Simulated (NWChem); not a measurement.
C$_{3}$H$_{3}$NOSi; SMILES C#C[SiH2]N=C=O

```xyz
9

C      1.4046     2.6386    -0.0109
C      0.4805     1.8474     0.0050
Si    -0.9271     0.6767     0.0288
N     -0.3396    -0.9373    -0.0112
C      0.1476    -2.0307    -0.0126
O      0.6118    -3.1015    -0.0172
H      2.2235     3.3368    -0.0250
H     -1.7827     0.9048    -1.1659
H     -1.7142     0.8715     1.2757
```
Atoms are numbered in this order, from 1.

Computed with NWChem. All runs use the structure optimised with PBE0/def2-SVP. Level: PBE0/def2-SVP with SMD (1 M gas to 1 M solution), gas-phase geometry. Reactions with the solvent are ignored.

**Question.** Predict the results for solvent water. Quantities: solvation free energy (kcal/mol); cavity-dispersion-structure term (kcal/mol); dipole in solution (D).

**Answer.** 
```yaml
solvation free energy (kcal/mol): 3.7
cavity-dispersion-structure term (kcal/mol): 8.6
dipole in solution (D): 2.97
```
